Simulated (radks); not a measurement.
Task: Coherent X-ray form factor from a spherical all-electron density. Method: scalar-relativistic Kohn-Sham, Slater X-alpha with alpha = 1.031, spin-polarised, spherical densities, point nucleus; computed with a radial shooting solver on a logarithmic mesh with Libxc functionals.

sin(theta)/lambda (1/angstrom),f0 (electrons)
0.05,71.906
0.1,69.154
0.15,65.696
0.2,62.120
0.25,58.620
0.3,55.239
0.4,48.941
0.5,43.406
0.6,38.648
0.8,31.012
1,25.303
1.25,20.374
1.5,17.287
2,13.676

The species is in the configuration that NIST lists as its ground one. Which atom or ion scatters so?

Result: Neutral tantalum, [Xe] 4f14 5d3 6s2. Extrapolating in s^2 from the first two rows gives f0(0) = 72.8, near the electron count 73; among species with that count, the fall with angle is slower the higher Z, and the table is that of Z = 73; from so few rows the species is fixed only to a neighbour or two.
